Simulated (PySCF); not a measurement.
A structure optimised at PBE0-D3(BJ)/def2-SVP, used in a PySCF frequency run:

```xyz
8

C     -0.1442    -2.1384     0.0000
C      0.5831    -1.0475     0.0000
C      0.0066     0.3382     0.0000
F     -1.3222     0.3383     0.0000
F      0.4185     1.0186     1.0749
F      0.4185     1.0186    -1.0749
H      0.0097    -3.2162     0.0000
H      1.6837    -1.0776     0.0000
```
Charge 0, spin multiplicity 2.

Question: Write its SMILES, formula and point group.

Answer: [CH]=CC(F)(F)F, C3H2F3, Cs

Question: What are its rotational constants (standard atomic weights)?

Answer: 5.5637, 3.0410, 2.9865 GHz
